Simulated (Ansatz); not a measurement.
The cluster Sn5⁻, relaxed as a doublet with UKS PBE-D4/def2-SVPD in Ansatz, starting from the GFN1-xTB geometry. Force threshold 0.02 eV/Å.

In the def2 sets Sn takes a core potential; there is no spin–orbit coupling. Another isomer (doublet) lies 0.85 eV lower at PBE0-D4/def2-TZVPD; other spin states weren't run for this one.

Start:

```tsv
atom	x (Å)	y (Å)	z (Å)
Sn1	1.506	-2.001	-1.307
Sn2	-2.429	0.774	1.212
Sn3	0.303	1.472	1.352
Sn4	-0.792	-1.062	-0.070
Sn5	1.412	0.817	-1.188
```

Question: Estimate the energy that the relaxation releases and the steps that it takes.

Answer: 1.4 kcal/mol, in 5 steps; 33 s on 4 threads of Intel Xeon on a shared host. No frequencies were taken in this run, so the end may be a saddle point.

Question: Does the start keep its bonding and symmetry?

Answer: By distances, no bond broke or formed. The bond that changes most is Sn3–Sn4, from 3.11 to 3.19 Å (atoms count from 1). Point group C2 at the start, C2 at the end, both within 0.05 Å.

Question: Predict the relaxed structure.

Answer: 
Cartesian coordinates in Å:
```
Sn 1.569 -2.000 -1.276
Sn -2.442 0.836 1.188
Sn 0.351 1.430 1.422
Sn -0.840 -1.125 -0.077
Sn 1.362 0.858 -1.258
```
Bond lengths (bridged metal pairs left out): 7 × Sn–Sn 2.83 to 3.19 Å.
